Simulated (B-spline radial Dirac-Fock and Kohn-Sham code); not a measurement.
**K emission of Au⁶⁺**

System: the Au⁶⁺ ion, [Xe] 4f14 5d5.

Level of theory: independent-particle radiative and Coulomb Auger rates from relativistic LDA hole-state orbitals, with Dirac-Fock energies; a B-spline atomic structure program.

| line | multipole | energy (eV) | rate (s⁻¹) | share (%) |
| --- | --- | --- | --- | --- |
| K-L1 | M1 | 66358.0 | 2.83e+13 | 0.0381 |
| K-L2 | E1 | 66985.4 | 2.17e+16 | 29.3 |
| K-L3 | E1 | 68800.1 | 3.70e+16 | 49.8 |
| K-M2 | E1 | 77565.4 | 4.01e+15 | 5.41 |
| K-M3 | E1 | 77970.4 | 7.82e+15 | 10.5 |
| K-M4 | E2 | 78427.8 | 1.02e+14 | 0.138 |
| K-M5 | E2 | 78513.2 | 1.26e+14 | 0.170 |
| K-N2 | E1 | 80072.1 | 9.43e+14 | 1.27 |
| K-N3 | E1 | 80169.7 | 1.85e+15 | 2.50 |
| K-N4 | E2 | 80365.2 | 2.63e+13 | 0.0355 |
| K-N5 | E2 | 80383.3 | 3.23e+13 | 0.0436 |
| K-O2 | E1 | 80652.7 | 1.80e+14 | 0.243 |
| K-O3 | E1 | 80670.5 | 3.51e+14 | 0.474 |

The listed lines hold 100.0 % of the radiative rate. The radiative width is 48.8 eV in the length form and 49.9 eV in the velocity form; the two differ because the transition energies are not eigenvalue differences of the potential that gave the orbitals. Kα2/Kα1 is 0.587 and Kβ/Kα is 0.264.

Values without a named source are computed, but for edge energies of neutral atoms, which are taken from tables.
